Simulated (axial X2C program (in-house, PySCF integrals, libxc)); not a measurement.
What spin–orbit coupling does to CI⁺

All values were computed with an axial X2C code built on PySCF integrals. Spin-free means the one-electron spin-free X2C Hamiltonian; two-component (2c) means X2C with spin–orbit coupling and atomic mean-field two-electron Coulomb and Gaunt terms, so the difference of the two also holds small scalar two-electron terms. Basis: I dyall-cv3z [11s12p8d4f1g], C dyall-v3z [7s6p2d1f] (cores contracted in-house); Gaussian nuclei, density fitting, unrestricted open shells. Masses: I 126.904 u, C 12.000 u.

Spin-free state: M_S = 0, Λ = 0 (closed shell); fragments I+ + C.

```
level  Re (Å)  ωe (cm⁻¹)  De (eV)  μ (D)
 PBE0   1.901      854.8    4.990   0.06
B97-3   1.904      849.1    4.910   0.03
```

Dipoles are positive if C is the positive end and refer to the centre of mass.

Two-component determinant lowest at the distance of the search:

Ω = 0 (closed shell); fragments I+ + C.

```
level  Re (Å)  ωe (cm⁻¹)  De (eV)  μ (D)
 PBE0   1.905      845.6    4.595   0.05
B97-3   1.908      839.5    4.481   0.02
```

**Question.** From the two tables, how do the constants change at the PBE0 level (2c against spin-free)?

**Answer.** At the PBE0 level Re increases by 0.004 Å and ωe falls by 9.2 cm⁻¹; De is not compared, since the atomic limits differ or miss part of their spin–orbit lowering.

One determinant describes the state; a PBE0 search over occupations chose it and may have missed a lower one. Closed shells are restricted here (equal orbitals for both partners); the stretched side of such a curve lies too high. De is counted from the lowest determinant-based energies of the atoms at the same level, without counterpoise correction. In 2c an atomic determinant is not the ground J level, so De misses part of the atomic spin–orbit lowering. This holds for PBE0, B97-3. Without a current term, density functionals place determinants with orbital angular momentum somewhat too high.
